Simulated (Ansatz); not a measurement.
Reaction (substitution at a C–Sn bond): `C#[C][SnH2][C]#C` + CH₃NH₂ → `C#CNC` + `C#[C][SnH3]`

Calculated with Ansatz (gas phase, PBE0-D4/def2-TZVP geometries, no zero-point term in ΔE). CCSD(T)/CBS adds triple-zeta CCSD(T) − MP2 to the extrapolated MP2 energy (def2 sets, frozen cores). Functionals use def2-TZVPP. B3LYP here is the variant with VWN-RPA as its local correlation; programs differ in this. def2 core potentials past Kr. For Sn outer-core shells are correlated without core-valence functions, which leaves a few kJ/mol of doubt a bond.

(1) Is it downhill or uphill in electronic energy at CCSD(T)/CBS, and by how much? (Estimate.)

(2) What do these levels give: PBE-D4, revPBE-D4, r2SCAN-D4, B3LYP-D4, r2SCAN0-D4, PBE-QIDH, PBE0, r2SCANh, RPA@PBE/def2-TZVPP, MP2/def2-TZVPP, CCSD(T)/def2-TZVPP, MP2/def2-QZVPP? (An estimate is asked.)

Largest T1 diagnostic among the species: 0.014.

Results:

(1) The calculation gave: Uphill: ΔE = +69.3 kJ/mol.

(2) Computed: PBE-D4 37.4, revPBE-D4 39.2, r2SCAN-D4 44.4, B3LYP-D4 44.7, r2SCAN0-D4 45.2, PBE-QIDH 53.8, PBE0 40.7, r2SCANh 44.6, RPA@PBE/def2-TZVPP 70.2, MP2/def2-TZVPP 69.9, CCSD(T)/def2-TZVPP 67.3, MP2/def2-QZVPP 71.3 kJ/mol.

From PBE to PBE0 (25 % exact exchange), in def2-TZVPP and without D4, ΔE moves by +3.7 kJ/mol. In def2-TZVPP, CCSD(T) changes the Hartree–Fock value by +10.2 kJ/mol (the triples alone add +1.1 kJ/mol) and MP2 by +12.8 kJ/mol. Leaving LDA and LC-ωPBE aside and taking each functional with its dispersion term where it has one, the values, not all of them listed here, spread over 17.7 kJ/mol, from PBE-D4 to B2PLYP. LDA lies −21.5 kJ/mol from PBE without D4.
